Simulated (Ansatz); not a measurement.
Isolated molecules relaxed with PBE0-D4/def2-TZVP in Ansatz; ΔE leaves out vibrations. CCSD(T)/CBS adds triple-zeta CCSD(T) − MP2 to the extrapolated MP2 energy (def2 sets, frozen cores). This one scheme is used for every species, atoms too. Functionals use def2-TZVPP. B3LYP here is the variant with VWN-RPA as its local correlation; programs differ in this. HSE06 is defined as in plane-wave codes. No spin–orbit coupling; open shells (•) take unrestricted orbitals. Spin–orbit coupling would lower the free atoms: a little for B, C, Cl.

Reaction (atomization): `C#CB(Cl)Cl` → B• + 2 C• + 2 Cl• + H•

```csv
level,ΔE (kJ/mol),difference from CCSD(T)/CBS
LDA (SPW92),2995.8,438.1
B3LYP-D4,2563.4,5.7
B2PLYP,2554.8,-2.9
PBE,2671.3,113.6
revPBE,2560.2,2.5
BLYP,2543.3,-14.4
B3LYP,2537.5,-20.2
HSE06,2607.3,49.6
BHLYP,2447.5,-110.2
CAM-B3LYP,2549.2,-8.5
LC-ωPBE,2563.3,5.6
MP2/def2-TZVPP,2616.1,58.4
SCS-MP2/def2-TZVPP,2548.2,-9.5
MP2/def2-QZVPP,2655.3,97.6
SCS-MP2/def2-QZVPP,2590.9,33.2
MP2/CBS(def2),2683.7,126.0
CCSD(T)/CBS,2557.7,0
```

Question: What do rigid-rotor, harmonic-oscillator terms from PBE0-D4/def2-TZVP frequencies (298.15 K, 1 bar) make of the CCSD(T)/CBS value? (An estimate is asked.)

Answer: Ansatz gave: ΔZPE = -67.5 kJ/mol, ΔH = +2510.5 kJ/mol, ΔS = 604 J/(mol·K), ΔG = +2330.3 kJ/mol. Open shells count their whole term as degenerate.

Largest T1 diagnostic among the species: 0.014.

Leaving LDA and LC-ωPBE aside and taking each functional with its dispersion term where it has one, the values, not all of them listed here, spread over 219.1 kJ/mol, from BHLYP-D4 to PBE-D4. LDA lies +324.5 kJ/mol from PBE without D4, its usual overbinding. The D4 term adds +25.9 kJ/mol with B3LYP and +13.5 kJ/mol with PBE0; it sums over pairs of atoms, weighted by their polarisabilities, and B3LYP, whose exchange is more repulsive, gets the larger term.

For atomizations the MP2-based limit and the directly extrapolated one differ by several kJ/mol either way, and by 10 to 25 for some Ge, Se and Sn compounds, so smaller differences from it don't rank the levels.
